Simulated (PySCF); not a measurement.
# Two-component Hartree-Fock for Re⁵⁷⁺ (rhenium, charge +57)

Start: [Ar]. Calculated with PySCF 2.14 in an even-tempered Gaussian basis (18 s from 17 bohr⁻², ratio 2.4; 14 p from 22 bohr⁻², ratio 2.4; 4 d from 81 bohr⁻², ratio 2.6; 4 f from 120 bohr⁻², ratio 2.6): generalised Hartree-Fock with the X2C-1e Hamiltonian and a Gaussian nucleus; one run each with spin-orbit coupling (SO) switched off, then screened by Boettger's factors.

| spinor shell | electrons | ε, spin-free (eV) | ε, screened SO (eV) | weight of nominal j (screened SO) | rms radius, screened SO (bohr) |
| --- | --- | --- | --- | --- | --- |
| 1s1/2 | 2 | -76287.9 | -76266.6 | 1.000 | 0.0204 |
| 2s1/2 | 2 | -16729.4 | -16723.2 | 1.000 | 0.0815 |
| 2p1/2 | 2 | -15142.4 | -16190.6 | 1.000 | 0.0691 |
| 2p3/2 | 4 | -15142.4 | -14721.0 | 1.000 | 0.0763 |
| 3s1/2 | 2 | -6521.4 | -6519.5 | 1.000 | 0.197 |
| 3p1/2 | 2 | -6033.6 | -6301.0 | 1.000 | 0.187 |
| 3p3/2 | 4 | -6033.6 | -5924.1 | 1.000 | 0.200 |

```
   quantity     spin-free   screened SO
E (hartree)  -13325.01002  -13345.18547
        M_J             0             0
       ⟨J²⟩         0.000         0.000
       ⟨L²⟩         0.000         0.059
       ⟨S²⟩         0.000         0.059
```

Breit and QED terms are absent; they matter most for the inner s and p1/2 levels.

Densities and radii are taken from the X2C orbitals without a picture-change correction, which distorts them close to the nucleus.

Without spin-orbit coupling the j labels of p, d and f shells carry no meaning; the spin-free column gives the mean over the occupied spinors of each nl shell.
